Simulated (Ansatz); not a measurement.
Start from `[F][In]([SH])[O][SiH3]` and change one element to get `FB(S)O[SiH3]`.

Ansatz, PBE0-D4/def2-TZVP geometries, multiplicity 1. Each molecule was computed in one conformer, which needn't be the lowest.

Elements past krypton have def2 core potentials.

```tsv
property	`[F][In]([SH])[O][SiH3]`
size of the dipole moment (ωB97M-V/def2-TZVPP) / D	1.98
HOMO–LUMO gap (B3LYP/def2-TZVPP) / eV	5.38
zero-point energy (PBE0-D4/def2-TZVP) / kJ/mol	105.1
HOMO–LUMO gap (ωB97M-V/def2-TZVPP) / eV	10.07
HOMO–LUMO gap (PBE0/def2-TZVPP) / eV	5.95
LUMO energy (B3LYP/def2-TZVPP) / eV	-2.72
```

Q: Give the same properties after the change, and the shifts. (Best estimate.)

A: The calculation gave: 
```tsv
property	`FB(S)O[SiH3]`	shift
size of the dipole moment (ωB97M-V/def2-TZVPP) / D	0.96	-1.02
HOMO–LUMO gap (B3LYP/def2-TZVPP) / eV	7.28	1.90
zero-point energy (PBE0-D4/def2-TZVP) / kJ/mol	123.5	18.4
HOMO–LUMO gap (ωB97M-V/def2-TZVPP) / eV	11.66	1.59
HOMO–LUMO gap (PBE0/def2-TZVPP) / eV	7.77	1.82
LUMO energy (B3LYP/def2-TZVPP) / eV	-0.46	2.26
```

With PBE0 the HOMO rises by 0.34 eV and the LUMO rises by 2.16 eV, so the gap widens by about 1.82 eV. PBE moves the HOMO by 0.32 eV and ωB97M-V by 0.35 eV. Dipoles are sizes alone; their direction can turn.

B3LYP here is the variant with VWN-RPA as its local correlation; programs differ in this.
